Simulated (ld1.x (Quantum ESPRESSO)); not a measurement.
thulium: ultrasoft pseudisation with PW91, scalar-relativistic reference atom.

```
Element                 : thulium (Tm)
Generator               : ld1.x (Quantum ESPRESSO) 7.5
Type                    : ultrasoft
Functional              : PW91
Relativity              : scalar-relativistic
Frozen core             : [Kr] 4d10 4f12
Valence charge          : 11
Reference configuration : 5s2 5p6 5d1 6s0.5 6p0 (charge +1.5)
Partial waves           : 5s (bound): rcut 1.55, rcutus 1.85 bohr; 6s (bound): rcut 1.55, rcutus 1.85 bohr; 5p (bound): rcut 1.85, rcutus 2.05 bohr; 6p (bound, empty): rcut 1.85, rcutus 2.05 bohr; 5d (bound): rcut 1.70, rcutus 2.40 bohr; 5d channel at 0.35 Ry: rcut 1.70, rcutus 2.40 bohr
Local potential         : all-electron potential smoothed inside 1.90 bohr (lloc = -2)
Core correction         : Bessel-smoothed model core inside 1.55 bohr
Augmentation charge     : built from norm-conserving waves at rcut, not smoothed further
```

All-electron outer shells of the reference configuration (PW91, scalar-relativistic, ld1.x):

```json
{"shell": "5s", "level (eV)": "-68.14", "outermost node (bohr)": "0.59", "outermost maximum (bohr)": "1.08"}
{"shell": "5p", "level (eV)": "-40.84", "outermost node (bohr)": "0.63", "outermost maximum (bohr)": "1.24"}
{"shell": "4f", "level (eV)": "-20.03", "outermost node (bohr)": "–", "outermost maximum (bohr)": "0.49"}
{"shell": "6s", "level (eV)": "-12.92", "outermost node (bohr)": "1.45", "outermost maximum (bohr)": "2.90"}
{"shell": "5d", "level (eV)": "-11.51", "outermost node (bohr)": "0.71", "outermost maximum (bohr)": "1.81"}
{"shell": "6p", "level (eV)": "-8.52", "outermost node (bohr)": "1.75", "outermost maximum (bohr)": "3.73"}
```

Q: Is the overlap operator S = 1 + Σ q|β⟩⟨β| positive definite (Bessel basis up to 400 Ry)?

A: Yes: its lowest eigenvalue is 0.16 (s channel).

Q: Tests: 5s2 5p6 5d1 6s2 6p0; 5s2 5p6 5d1 6s1 6p0; 5s2 5p6 5d1 6s0 6p0; 5s2 5p6 5d1 6s0 6p2; 5s2 5p6 5d1.5 6s1.5 6p0; 5s2 5p5 5d1 6s2 6p0; 5s2 5p6 5d0 6s2 6p1. Which has the largest error in its energy relative to the reference configuration, and how large is it?

A: 5s2 5p5 5d1 6s2 6p0, with -3242 meV (all-electron minus pseudo) on +22.83 eV.

A Bessel basis up to 400 Ry misses an occupied level by 0.73 Ry, so cutoffs and ghosts were not judged. The potential misses its own reference levels by up to 1.6 eV, so it is not fit for use.
